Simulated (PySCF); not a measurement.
Species: 4-ethylphenylacetylene, C₁₀H₁₀.
Geometry (GFN2-xTB, Å), atoms numbered from 1 in this order:
```
atom  x, y, z in Å
C1     4.5570   -0.6314   -0.2236
C2     3.3772   -0.4238   -0.1441
C3     1.9876   -0.1741   -0.0438
C4     1.1930   -0.9428    0.8059
C5    -0.1587   -0.6825    0.9117
C6    -0.7487    0.3441    0.1830
C7    -2.2248    0.6027    0.2817
C8    -2.9871   -0.2299   -0.7515
C9     0.0476    1.0981   -0.6716
C10    1.4004    0.8488   -0.7874
H11    5.5878   -0.8126   -0.2934
H12    1.6453   -1.7388    1.3797
H13   -0.7673   -1.2816    1.5748
H14   -2.5795    0.3458    1.2822
H15   -2.4272    1.6620    0.1090
H16   -2.6580    0.0209   -1.7576
H17   -2.8083   -1.2906   -0.5895
H18   -4.0559   -0.0420   -0.6775
H19   -0.3986    1.8958   -1.2490
H20    2.0130    1.4426   -1.4505
```

Definitions: NICS(0) = −σiso at the ring centroid; NICS(1) = −σiso and NICS(1)zz = −σzz at ±1 Å along the ring normal z. Level: GIAO PBE0/pcSseg-1 (PySCF, non-relativistic, gas phase) on the GFN2-xTB geometry, one conformer.

Ring bond lengths (Å), with Mayer bond orders in brackets: C3–C4 1.394 (1.40), C4–C5 1.381 (1.45), C5–C6 1.390 (1.39), C6–C9 1.390 (1.39), C9–C10 1.380 (1.45), C10–C3 1.394 (1.40).

**Question.** Give the NICS values of each ring in ppm.

**Answer.** 
| ring | type | NICS(0) | NICS(1), two faces | NICS(1)zz, two faces | rms pucker (Å) | centre to ring atoms, mean (Å) |
| --- | --- | --- | --- | --- | --- | --- |
| C3–C4–C5–C6–C9–C10 | 6-membered carbocycle; formal bonds all aromatic | -8.6 | -11.1 / -11.0 | -27.1 / -26.4 | 0.00 | 1.39 |

**Question.** What can be read from them?

**Answer.** 
- C3–C4–C5–C6–C9–C10: mean NICS(1)zz -26.8 ppm, shielded. For a flat ring without four-coordinate atoms the NICS criterion counts such a value as aromatic.

**Question.** What does the geometric index give? Use HOMA with the parameters of Krygowski (1993).

**Answer.** 
- C3–C4–C5–C6–C9–C10: HOMA 0.99 = 1 − EN − GEO, with mean bond length 1.388 Å, EN = α(Ropt − mean)² = 0.000 and GEO = α × variance = 0.009. The geometric and the magnetic index point the same way.

**Question.** Give the inner angles of the rings and the Hirshfeld charges of the ring atoms.

**Answer.** 
- C3–C4–C5–C6–C9–C10: C3 119.3° (0.000 e), C4 120.0° (-0.040 e), C5 121.0° (-0.050 e), C6 118.7° (+0.016 e), C9 121.0° (-0.050 e), C10 120.0° (-0.040 e); sum 720.0° against 720° for a flat convex ring.

**Question.** How shielded are the nuclei of the rings and their hydrogens (means over atoms taken as equivalent)?

**Answer.** 
```csv
atoms,environment,σ isotropic (ppm)
C3,substituted aromatic carbon,63.0
C4 (×2),aromatic CH carbon,46.9
C5 (×2),aromatic CH carbon,53.6
C6,substituted aromatic carbon,34.8
H12 (×2),aromatic hydrogen,23.88
H13 (×2),aromatic hydrogen,24.27
```
